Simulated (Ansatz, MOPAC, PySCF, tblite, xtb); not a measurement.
System: H3S (cation, charge +1), singlet: map of symmetric stretch and umbrella angle. Scanned: S-H bond length and angle between the S-H bonds and the threefold axis (90 = planar).

Levels of theory: GFN2-xTB, 300 K electronic temperature (tblite); RHF/cc-pVDZ (PySCF); wB97X-V/cc-pVDZ (PySCF); PBE0/cc-pVDZ (PySCF); RKS-PBE/cc-pVDZ = restricted PBE/cc-pVDZ run with Ansatz (a program for electronic structure); MP2 on RHF/cc-pVDZ, 5 core orbitals frozen (PySCF); CCSD on RHF/cc-pVDZ, 5 core orbitals frozen (PySCF); CCSD(T) on RHF/cc-pVDZ, 5 core orbitals frozen (PySCF); PM6, restricted, heats of formation (MOPAC); AM1, restricted, heats of formation (MOPAC); GFN1-xTB (xtb); RKS-B3LYP/6-31G* = PySCF with restricted B3LYP/6-31G*, spherical d; RKS-B3LYP/3-21G = restricted B3LYP/3-21G (PySCF); RKS-BP86/6-31G* = restricted BP86/6-31G*, spherical d (PySCF); RKS-M06-2X/6-31G* = restricted M06-2X/6-31G*, spherical d run with PySCF.

Energies in mEh at chosen points (x: S-H bond length (Å); y: angle between the S-H bonds and the threefold axis (90 = planar) (°)), relative to x = 1.38, y = 122:

```tsv
method	(1.56, 126)	(1.44, 122)	(1.56, 102)	(1.25, 106)	(1.69, 102)	(1.19, 106)	(1.31, 110)
GFN2-xTB	29.4	5.8	67.1	36.0	99.5	59.7	16.5
RHF	50.4	9.6	83.7	36.1	141.6	68.3	12.8
wB97X-V	40.7	6.9	75.2	41.7	127.3	76.1	16.9
PBE0	37.8	6.2	73.6	43.3	123.2	77.7	18.1
RKS-PBE/cc-pVDZ	30.7	4.1	67.8	47.8	112.2	83.8	21.0
MP2	42.0	7.6	79.2	41.0	132.1	74.5	16.6
CCSD	39.7	6.9	78.3	42.6	128.9	76.5	17.6
CCSD(T)	38.6	6.6	77.6	43.2	127.1	77.3	18.1
PM6	46.1	8.7	66.2	23.5	118.7	47.7	6.6
AM1	30.6	5.6	63.0	35.6	98.5	47.9	16.8
GFN1-xTB	48.0	10.6	79.5	22.4	128.7	42.8	7.5
RKS-B3LYP/6-31G*	40.7	7.5	78.1	40.4	126.6	72.6	16.7
RKS-B3LYP/3-21G	28.2	3.4	58.2	35.1	99.0	67.6	13.3
RKS-BP86/6-31G*	35.0	5.7	73.1	44.0	118.3	77.8	19.0
RKS-M06-2X/6-31G*	44.7	8.8	80.5	37.5	131.3	68.7	14.9
```
